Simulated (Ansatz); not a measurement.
Ansatz results at the PBE0-D4/def2-TZVP geometry: HOMO–LUMO gap (B3LYP/def2-TZVPP) 7.12 eV; HOMO energy (PBE/def2-TZVPP) -7.18 eV; HOMO–LUMO gap (PBE/def2-TZVPP) 5.44 eV.

Each molecule was computed in one conformer, which needn't be the lowest.

(1) Which molecule gave them?
A. `C[CH2][SnH]([F])[Cl]`
B. `C[S][SnH]([Cl])[Cl]`
C. `[SeH][Sn]([SeH])([SeH])[SeH]`
D. `C=[CH][Sn]([CH]=C)([CH]=C)[CH]=C`

Results:

(1) A. The others give `C[S][SnH]([Cl])[Cl]`: 5.18, -6.29, 3.58; `[SeH][Sn]([SeH])([SeH])[SeH]`: 4.37, -6.11, 2.98; `C=[CH][Sn]([CH]=C)([CH]=C)[CH]=C`: 6.60, -6.30, 4.92.

B3LYP here is the variant with VWN-RPA as its local correlation; programs differ in this.
